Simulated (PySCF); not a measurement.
Molecule: `S1C(S)=CC2=C1C=CS2`, C6H4S3.

Bonds (- single, = double, # triple, : aromatic): S1-C2, C2:C3, C3:C4, C4:S5, S5:C6, C6:C7, C7:C8, C8:S9, S9:C2, C8:C4. S1 carries H10; C3 carries H11; C6 carries H12; C7 carries H13.

Frames of a GFN2-xTB Langevin trajectory at 300 K; GIAO PBE0/pcSseg-1 shieldings in PySCF 2.14, gas phase, non-relativistic; equivalent atoms averaged within each frame.

Shifts are taken against calculated references (same method and geometry level): CS2 for 33S (σ = 503.73 ppm); 13C (σ = 186.93 ppm), 1H (σ = 31.72 ppm) vs TMS. The references are static minima.

**Question.** How do the shifts (ppm) fluctuate along the trajectory?

**Answer.** 
| time (fs) | S9 | S5 | S1 | C2 | C4 | C8 | C6 | C3 | C7 | H12 |
| --- | --- | --- | --- | --- | --- | --- | --- | --- | --- | --- |
| 250 | 204 | 184 | 16 | 159.7 | 153.8 | 144.2 | 131.4 | 124.3 | 118.6 | 7.95 |
| 425 | 200 | 215 | -39 | 142.3 | 153.1 | 140.0 | 132.4 | 127.9 | 121.2 | 6.82 |
| 625 | 224 | 219 | 14 | 155.9 | 141.0 | 140.7 | 138.2 | 124.3 | 130.4 | 7.38 |
| 800 | 186 | 196 | -22 | 145.1 | 155.1 | 144.9 | 134.3 | 121.9 | 119.1 | 6.67 |
| 1000 | 183 | 173 | -39 | 151.8 | 145.8 | 144.5 | 129.1 | 127.6 | 125.4 | 7.66 |
| mean of frames | 199 | 197 | -14 | 151.0 | 149.8 | 142.8 | 133.1 | 125.2 | 122.9 | 7.30 |
| standard deviation | 16 | 20 | 27 | 7.2 | 6.1 | 2.3 | 3.4 | 2.5 | 5.0 | 0.55 |

5 frames give an uncertainty of the mean of about the standard deviation over 2.2 at best, since frames this close in time may not be independent; classical motion lacks zero-point vibration, and the reference would need the same averaging.
